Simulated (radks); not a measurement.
The phosphorus ion P+, 14 electrons, occupied as [Ne] 3s2 3p2. Calculated with a radial shooting solver on a logarithmic mesh with Libxc functionals: non-relativistic Kohn-Sham, RPBE, spin-polarised, spherical densities, point nucleus; open shells are filled with parallel spins first.

Unscreened Slater integrals over Kohn-Sham orbitals (cm^-1). They are taken over the spin-up orbitals.

\begin{tabular}{lr}
integral & value \\ \hline
F0(3p,3p) & 93759 \\
F2(3p,3p) & 47755 \\
F0(3p,3s) & 100340 \\
G1(3p,3s) & 66466 \\
F0(3p,2p) & 127430 \\
F2(3p,2p) & 19943 \\
G0(3p,2p) & 7966.5 \\
G2(3p,2p) & 7797.2 \\
F0(3p,2s) & 126250 \\
G1(3p,2s) & 6148.5 \\
F0(3s,3s) & 108550 \\
F0(3s,2p) & 143970 \\
G1(3s,2p) & 10055 \\
F0(3s,2s) & 142940 \\
G0(3s,2s) & 8026.2 \\
F0(2p,2p) & 415700 \\
F2(2p,2p) & 191670 \\
F0(2p,2s) & 395420 \\
G1(2p,2s) & 235160 \\
F0(2s,2s) & 382120 \\
\end{tabular}

Derived for the open shells (J is the average intra-shell exchange parameter used in DFT+U). 3p: J = F2/5 = 9551 cm^-1; in LS coupling 1D lies 6 F2/25 = 11460 cm^-1 above 3P.
